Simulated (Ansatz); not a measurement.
`CBF` + CH₃OH → `COBF` + CH₄ at 600 K and 1 bar (ligand exchange at a B–C bond).

Gas-phase electronic energies from Ansatz, PBE0-D4/def2-TZVP geometries. CBS: MP2 limit from def2 TZ/QZ plus the TZ coupled-cluster correction, frozen cores. This one scheme is used for every species. One conformer a species, not always the lowest.

```
species  CCSD(T)/CBS energy (Eh)  H − E (kJ/mol)  S (J/(mol·K))
  `CBF`               -165.10297           171.6          328.0
  CH₃OH               -115.61712           163.6          277.3
 `COBF`               -240.31409           196.0          352.1
    CH₄                -40.46206           140.4          215.7
```

H − E and S are ideal-gas, rigid-rotor, harmonic terms from PBE0-D4/def2-TZVP, for one conformer and one mirror image of each species. 1 Eh = 2625.50 kJ/mol, R = 8.31446 J/(mol·K).

Task: By hand: ΔE, ΔH, ΔS and ΔG.

Result: ΔE = (-240.31409) + (-40.46206) − (-165.10297) − (-115.61712) = -0.05606 Eh = -147.2 kJ/mol. Δ(H − E) = 196.0 + 140.4 − 171.6 − 163.6 = 1.2, so ΔH = -146.0 kJ/mol. ΔS = 352.1 + 215.7 − 328.0 − 277.3 = -37.5 J/(mol·K). ΔG = -146.0 − 600 × (-37.5)/1000 = -123.5 kJ/mol.

Task: By hand: the equilibrium constant, and the temperature at which ΔG would vanish if ΔH and ΔS stayed fixed.

Result: log₁₀ K = −ΔG/(RT ln 10) = 10.8. ΔG = 0 at ΔH/ΔS = 3893 K, far beyond where these terms or the molecules hold.

ΔH outweighs TΔS. A doubt of 5 kJ/mol in ΔE shifts log₁₀ K by 0.4 here. Other conformers and mirror images would add mixing entropy, several J/(mol·K) or more a flexible species. These are equilibria of isolated gas molecules and say nothing of rates. Largest T1 diagnostic: 0.013 (customary marks: 0.02 for closed shells, 0.045 for open ones).
